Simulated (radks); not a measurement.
Results of a calculation; reference values are marked as such.
Task: Neutral rhodium, 45 electrons, occupied as [Kr] 4d8 5s1. Code: a radial shooting solver on a logarithmic mesh with Libxc functionals. Model: scalar-relativistic Kohn-Sham, PBEsol, spin-polarised, spherical densities, point nucleus; open shells are filled with parallel spins first (spin-orbit coupling, left out, can overturn this in heavy ions). Some entries of the table are withheld. Estimate them.

orbital  occ.  eigenvalue (eV)  <r^2> (bohr^2)  <1/r> (bohr^-1)
1s up       1        -23025.31        0.001439            47.03
1s down     1        -23025.29        0.001439            47.03
2s up       1        -3338.324         0.02376            10.65
2s down     1        -3338.037         0.02376            10.65
2p up       3        -2992.340         0.01870            10.32
2p down     3        -2992.119         0.01870            10.32
3s up       1        -596.2095          0.1749            3.708
3s down     1        -596.0333          0.1749            3.708
3p up       3        -482.5092          0.1774            3.532
3p down     3        -482.3129          0.1774            3.532
3d up       5        -300.5918          0.1641            3.306
3d down     5        -300.3115          0.1640            3.306
4s up       1         -82.8825           1.091            1.401
4s down     1         -81.6338           1.087            1.404
4p up       3         -50.8666           1.347            1.251
4p down     3         -49.5417           1.341            1.254
4d up       5          -6.5112             (1)              (2)
4d down     3          -5.0301             (3)              (4)
5s up       1          -4.8094           11.90              (5)
5s down     0          -3.4895           13.17              (6)

Result: 
(1) 4d up <r^2> (bohr^2): 3.162
(2) 4d up <1/r> (bohr^-1): 0.8632
(3) 4d down <r^2> (bohr^2): 3.197
(4) 4d down <1/r> (bohr^-1): 0.8652
(5) 5s up <1/r> (bohr^-1): 0.3988
(6) 5s down <1/r> (bohr^-1): 0.3831
